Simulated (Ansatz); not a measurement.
`FC[SiH2]Br` → `FCBr` + `[SiH2]` at 298.15 K and 1 bar (silylene formation by 1,1-elimination).

Gas-phase electronic energies from Ansatz, PBE0-D4/def2-TZVP geometries. CBS: MP2 limit from def2 TZ/QZ plus the TZ coupled-cluster correction, frozen cores. This one scheme is used for every species. For Br outer-core shells are correlated without core-valence functions, which leaves a few kJ/mol of doubt a bond. Scalar relativity is left out up to krypton. One conformer a species, not always the lowest.

```csv
species,CCSD(T)/CBS energy (Eh),H − E (kJ/mol),S (J/(mol·K))
`FC[SiH2]Br`,-3002.67960,143.9,333.4
`FCBr`,-2712.35054,91.8,275.9
`[SiH2]`,-290.19011,40.6,207.5
```

H − E and S are ideal-gas, rigid-rotor, harmonic terms from PBE0-D4/def2-TZVP, for one conformer and one mirror image of each species. 1 Eh = 2625.50 kJ/mol, R = 8.31446 J/(mol·K).

Q: By hand: ΔE, ΔH, ΔS and ΔG.

A: ΔE = (-2712.35054) + (-290.19011) − (-3002.67960) = 0.13895 Eh = 364.8 kJ/mol. Δ(H − E) = 91.8 + 40.6 − 143.9 = -11.5, so ΔH = 353.3 kJ/mol. ΔS = 275.9 + 207.5 − 333.4 = 150.0 J/(mol·K). ΔG = 353.3 − 298.15 × (150.0)/1000 = 308.6 kJ/mol.

Q: By hand: the equilibrium constant, and the temperature at which ΔG would vanish if ΔH and ΔS stayed fixed.

A: log₁₀ K = −ΔG/(RT ln 10) = -54.1. ΔG = 0 at ΔH/ΔS = 2355 K.

The number of gas molecules changes by +1, which sets the sign of ΔS. A doubt of 5 kJ/mol in ΔE shifts log₁₀ K by 0.9 here. Other conformers and mirror images would add mixing entropy, several J/(mol·K) or more a flexible species. These are equilibria of isolated gas molecules and say nothing of rates. Largest T1 diagnostic: 0.014 (customary marks: 0.02 for closed shells, 0.045 for open ones).
